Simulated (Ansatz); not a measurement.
FGeH$_{9}$Si$_{3}$ (`[F][Ge]([SiH3])([SiH3])[SiH3]`). The species carries charge 0 and has multiplicity 1.

```xyz
14

F     0.742    0.954    1.942
Ge    0.168    0.217    0.441
Si   -1.655   -1.193    1.076
Si    2.033   -0.999   -0.431
Si   -0.496    2.040   -0.955
H    -1.192   -2.237    2.026
H    -2.181   -1.847   -0.154
H    -2.735   -0.388    1.702
H     2.459   -2.048    0.531
H     1.608   -1.643   -1.703
H     3.166   -0.078   -0.703
H    -1.595    2.807   -0.314
H    -0.979    1.478   -2.246
H     0.659    2.938   -1.213
```

(1) What are the harmonic wavenumbers in cm⁻¹ at PBE0-D4/def2-TZVP (Ansatz, finite differences of forces, unscaled)? (Estimate.)

(2) Is this a minimum?

(3) Give the ideal-gas thermochemistry at 298.15 K and 1 bar (rigid rotor, harmonic oscillator; point group C3v, symmetry number 3).

Answers

(1) The calculation gave: 69, 72, 72, 86, 86, 86, 145, 145, 304, 361, 361, 453, 487, 488, 529, 537, 537, 653, 845, 845, 890, 928, 933, 933, 935, 935, 940, 2215, 2215, 2220, 2232, 2232, 2235, 2238, 2240, 2240.

(2) Yes, all 36 modes are real.

(3) Zero-point energy 201.7 kJ/mol; H(298) − E = 235.3 kJ/mol; entropy 448.4 J/(mol·K), of which translation 174.0, rotation 114.5, vibration 159.9; G(298) − E = 101.6 kJ/mol. Modes under 100 cm⁻¹ are hindered rotations or soft bends, so the harmonic entropy is rough.
